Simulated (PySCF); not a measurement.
SrPb⁻: input and log

State: ⁴Σ⁻ (quartet), unpaired electrons σ ↑, π ↑↑.

An equivalent input (the run itself took its basis sets from the Basis Set Exchange, started from a PBE0 density and held the occupation σ 8α 7β, πx 4α 3β, πy 4α 3β, δx 1α 1β, δy 1α 1β):

```python
from pyscf import gto, dft
mol = gto.M(atom='Sr 0 0 0; Pb 0 0 3.411', basis={'Sr': 'def2-SVPD', 'Pb': 'def2-SVPD'}, ecp={'Sr': 'def2-SVPD', 'Pb': 'def2-SVPD'},
            charge=-1, spin=3, verbose=4, symmetry='C2v')
mf = dft.UKS(mol, xc='R2SCAN')
mf.grids.atom_grid = (80, 434)
mf.grids.prune = dft.gen_grid.treutler_prune
mf.irrep_nelec = {'A1': (9, 8), 'A2': (1, 1), 'B1': (4, 3), 'B2': (4, 3)}
mf.conv_tol = 1e-9
mf.max_cycle = 60
mf.diis_space = 10
mf.kernel()
```

The log (some set-up lines and the per-cycle HOMO/LUMO lines removed):

```
******** <class 'pyscf.dft.uks_symm.SymAdaptedUKS'> ********
method = SymAdaptedUKS
damping factor = 0
level_shift factor = 0
DIIS = <class 'pyscf.scf.diis.CDIIS'>
diis_start_cycle = 1
diis_space = 10
diis_damp = 0
SCF conv_tol = 1e-09
SCF conv_tol_grad = None
SCF max_cycles = 60
number electrons alpha = 18  beta = 15
Set gradient conv threshold to 3.16228e-05
init E= -223.692806085548
cycle= 1 E= -223.693435704753  delta_E= -0.00063  |g|= 0.00442  |ddm|= 0.198
cycle= 2 E= -223.693423611613  delta_E= 1.21e-05  |g|= 0.00658  |ddm|= 0.0485
cycle= 3 E= -223.693494990791  delta_E= -7.14e-05  |g|= 0.0011  |ddm|= 0.0268
cycle= 4 E= -223.693500808826  delta_E= -5.82e-06  |g|= 0.000717  |ddm|= 0.0108
cycle= 5 E= -223.69350526151  delta_E= -4.45e-06  |g|= 0.000472  |ddm|= 0.009
cycle= 6 E= -223.693508761483  delta_E= -3.5e-06  |g|= 0.000295  |ddm|= 0.00736
cycle= 7 E= -223.693512203521  delta_E= -3.44e-06  |g|= 0.00014  |ddm|= 0.0128
cycle= 8 E= -223.693512617222  delta_E= -4.14e-07  |g|= 5.3e-05  |ddm|= 0.00526
cycle= 9 E= -223.69351264586  delta_E= -2.86e-08  |g|= 1.23e-05  |ddm|= 0.00207
cycle= 10 E= -223.693512647155  delta_E= -1.3e-09  |g|= 3.29e-06  |ddm|= 0.000479
cycle= 11 E= -223.693512647235  delta_E= -7.95e-11  |g|= 9.46e-07  |ddm|= 0.000121
Extra cycle  E= -223.693512647238  delta_E= -2.73e-12  |g|= 8.46e-07  |ddm|= 1.58e-05
converged SCF energy = -223.693512647238  <S^2> = 3.7738056  2S+1 = 4.0118852
```

Repeating this along the bond gives Re = 3.391 Å and ωe = 92.6 cm⁻¹.

A point of this curve took 0.95 CPU seconds beside 0.3 for the integrals, on Intel Xeon Platinum 8375C @ 2.90GHz (shared host).

These are scalar-relativistic numbers at best; spin–orbit coupling would shift them, the dissociation energy most. The highest Kohn–Sham level is positive in this anion. Much of that is self-interaction error, but it also means that the finite basis helps to hold the extra electron. The state was picked by a PBE0 search and need not be the measured ground state.
